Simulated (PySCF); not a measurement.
# Electron correlation in Pb (lead, neutral)

[Xe] 4f14 5d10 6s2 6p2, high-spin 3P determinant. Computed with PySCF 2.14 in def2-TZVP with the def2 core potential (60 electrons) (6s5p3d2f, 50 functions), with scalar relativity through the core potential. Frozen: 5s2 5p6 5d10; 4 electrons correlated.

MP2 pair energies summed by pair of shells (mhartree):

| pair | energy | share (%) |
| --- | --- | --- |
| 6s-6p | -21.46 | 58.4 |
| 6s-6s | -11.81 | 32.1 |
| 6p-6p | -3.48 | 9.5 |

Total MP2 correlation energy: -36.74 mhartree.

Same-spin part -6.88 and opposite-spin part -29.86 mhartree; SCS-MP2 scales them by 1/3 and 6/5 to -38.13 mhartree.

```tsv
level	correlation energy (mhartree)
CCSD	-46.85
(T)	-1.04
CCSD(T)	-47.89
```

Diagnostics: T1 = 0.0073, D1 = 0.0183, largest double amplitude 0.061.

Spin-orbit coupling is strong in this species (close to jj coupling), so the high-spin LS determinant is a model state, not a physical level.

Cost of the coupled-cluster step: 1 s of wall time on 1 thread of Neoverse-V1 (shared host), for 4 correlated electrons.

Iterations:

```
CC2 = 0
CCSD nocc = (np.int64(3), np.int64(1)), nmo = (41, 41)
frozen orbitals [[0, 1, 2, 3, 4, 5, 6, 7, 8], [0, 1, 2, 3, 4, 5, 6, 7, 8]]
max_cycle = 100
direct = 0
conv_tol = 1e-08
conv_tol_normt = 1e-06
diis_space = 8
diis_start_cycle = 0
Init t2, MP2 energy = -0.0367446279774116
Init E_corr(UCCSD) = -0.0367446279776184
cycle = 1  E_corr(UCCSD) = -0.0441337656951784  dE = -0.00738913772  norm(t1,t2) = 0.0388067
cycle = 2  E_corr(UCCSD) = -0.0459614751152535  dE = -0.00182770942  norm(t1,t2) = 0.0132283
cycle = 3  E_corr(UCCSD) = -0.0468629292311405  dE = -0.000901454116  norm(t1,t2) = 0.00542514
cycle = 4  E_corr(UCCSD) = -0.0468502804198232  dE = 1.26488113e-05  norm(t1,t2) = 0.00090668
cycle = 5  E_corr(UCCSD) = -0.0468545677924208  dE = -4.2873726e-06  norm(t1,t2) = 0.000128021
cycle = 6  E_corr(UCCSD) = -0.0468538335502393  dE = 7.34242181e-07  norm(t1,t2) = 2.17096e-05
cycle = 7  E_corr(UCCSD) = -0.0468541550350924  dE = -3.21484853e-07  norm(t1,t2) = 3.48665e-06
cycle = 8  E_corr(UCCSD) = -0.0468540487020487  dE = 1.06333044e-07  norm(t1,t2) = 5.68623e-07
cycle = 9  E_corr(UCCSD) = -0.04685406097887  dE = -1.22768213e-08  norm(t1,t2) = 1.24321e-07
cycle = 10  E_corr(UCCSD) = -0.0468540700287408  dE = -9.04987077e-09  norm(t1,t2) = 6.02295e-08
UCCSD converged
E(UCCSD) = -191.8823763506351  E_corr = -0.04685407002874079
UCCSD(T) correction = -0.0010395569344054
```

Spin-orbit coupling is strong in this species, so the high-spin LS determinant is a model state.
